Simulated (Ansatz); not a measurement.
The cluster Ti₄S₃⁺: single points at one geometry.

```yaml
crystal:
  periodic: [false, false, false]
  atoms:
    - {symbol: Ti, position_ang: [0.180790, -1.212313, 0.366042]}
    - {symbol: Ti, position_ang: [-0.872975, 1.533932, 0.937660]}
    - {symbol: Ti, position_ang: [1.281332, 1.335643, -0.376213]}
    - {symbol: Ti, position_ang: [-0.824907, 0.758283, -1.655378]}
    - {symbol: S, position_ang: [-1.013454, -1.460708, -1.544420]}
    - {symbol: S, position_ang: [2.325652, -0.572557, 0.212696]}
    - {symbol: S, position_ang: [-1.076417, -0.382290, 2.059612]}
basis:
  gaussian: {orbitals: def2-TZVP, initial_orbitals: start.molden}
total_charge: 1
magnetization: {spin_polarized: true, initial_magnetization: 1}
hamiltonian: {xc: pbe, dispersion: d4}
scf: {omitted_lower_state_checks: [starts]}
output: {forces: true, orbitals: {seedname: orbitals}}
```

The file start.molden holds the orbitals of an earlier run on this structure, at another level or in another basis.

```sh
$ ansatz run in.yaml --threads 4 --pin off --events-out ev --progress --plain --max-ram 6963MiB
```

It prints (some lines left out):

```
Functional definition: PBE
2435 factors; their error is unknown
mean field evaluation 1: about -124928.5839 eV, gradient 1.3e1 eV
mean field evaluation 2: about -124929.3225 eV, gradient 1.2e0 eV
mean field evaluation 4: about -124929.5363 eV, gradient 2.6e-1 eV
mean field evaluation 8: about -124929.6246 eV, gradient 4.5e-1 eV
mean field evaluation 16: about -124929.6407 eV, gradient 8.8e-3 eV
mean field -124929.64073564 eV, -4591.0796166830 hartree, gradient 2.2e-6 eV, S^2 1.043604; 0 other end points of the search recorded, 0 dependent functions left out
reference -124929.64079086 eV, -4591.0796187122 hartree; 68, 67 occupied and 223, 224 virtual orbitals, 2435 factors
Total energy: -124930.14471647 eV, -4591.0981376366 hartree
Atom 0 at     0.180790    -1.212313     0.366042 Å, force     0.018184    -0.010067     0.004943 eV/Å
Atom 1 at    -0.872975     1.533932     0.937660 Å, force    -0.176563     0.098828     0.247431 eV/Å
Atom 2 at     1.281332     1.335643    -0.376213 Å, force     0.248200    -0.000667    -0.028307 eV/Å
Atom 3 at    -0.824907     0.758283    -1.655378 Å, force    -0.086547    -0.072934    -0.209423 eV/Å
Atom 4 at    -1.013454    -1.460708    -1.544420 Å, force    -0.024830    -0.012036    -0.031533 eV/Å
Atom 5 at     2.325652    -0.572557     0.212696 Å, force     0.041057     0.001893    -0.010947 eV/Å
Atom 6 at    -1.076417    -0.382290     2.059612 Å, force    -0.019500    -0.005016     0.027837 eV/Å
Dipole moment:    -0.209506     1.361044    -0.388271 e Å
Checks for a lower state left out: starts
```

It took 61 s on 4 threads of Arm Neoverse V2 on a shared host, peak host memory 1.8 GiB.

First input, but with `hamiltonian: {xc: r2scan, dispersion: d4}`, `output: {orbitals: {seedname: orbitals}}` (abridged; 2.1 min):

```
Functional definition: r2SCAN
mean field evaluation 16: about -124961.0763 eV, gradient 1.8e-5 eV
mean field -124961.07626441 eV, -4592.2348510572 hartree, gradient 8.8e-6 eV, S^2 2.267283
Total energy: -124961.17830406 eV, -4592.2386009455 hartree
Checks for a lower state left out: starts
```

The first input with `hamiltonian: {xc: pbe0, dispersion: d4}`, `output: {orbitals: {seedname: orbitals}}` (abridged; 88 s):

```
Functional definition: PBE0
mean field evaluation 16: about -124931.8083 eV, gradient 1.8e-1 eV
mean field -124931.81187462 eV, -4591.1594045686 hartree, gradient 4.7e-6 eV, S^2 2.453879
Total energy: -124932.25301845 eV, -4591.1756163054 hartree
Checks for a lower state left out: starts
```

Geometry: PBE-D4/def2-SVP.

At PBE-D4/def2-TZVP, r2SCAN-D4/def2-TZVP, PBE0-D4/def2-TZVP the charge 1 doublet is spin-contaminated (final ⟨S²⟩ up to 2.45, 0.75 for a pure state). No other spin state of charge 1 was run. Another isomer (quartet) lies 2.67 eV lower at PBE0-D4/def2-TZVP; other spin states weren't run for this one.
